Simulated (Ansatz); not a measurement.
`B[SiH](C)CC` + `[OH][Al]([Cl])[Cl]` → `CC[O][Al]([Cl])[Cl]` + `B[SiH2]C`  (substitution at a C–Si bond)

Calculated with Ansatz (gas phase, PBE0-D4/def2-TZVP geometries, no zero-point term in ΔE). CCSD(T)/CBS adds triple-zeta CCSD(T) − MP2 to the extrapolated MP2 energy (def2 sets, frozen cores). Each species was taken in one conformer, which may not be the lowest.

| level | ΔE (eV) |
| --- | --- |
| SCS-MP2/def2-TZVPP | 0.73 |
| CCSD(T)/def2-TZVPP | 0.74 |

(1) What does CCSD(T)/CBS give? (Best estimate.)

Largest T1 diagnostic among the species: 0.011.

## Answers

(1) Computed: +0.78 eV. The listed levels differ from it by -0.05, -0.04 eV.

In def2-TZVPP, CCSD(T) changes the Hartree–Fock value by +0.20 eV (the triples alone add +0.02 eV) and MP2 by +0.28 eV. The D4 term adds +0.05 eV with B3LYP and +0.02 eV with PBE0; it sums over pairs of atoms, weighted by their polarisabilities, and B3LYP, whose exchange is more repulsive, gets the larger term.

B3LYP here is the variant with VWN-RPA as its local correlation; programs differ in this.
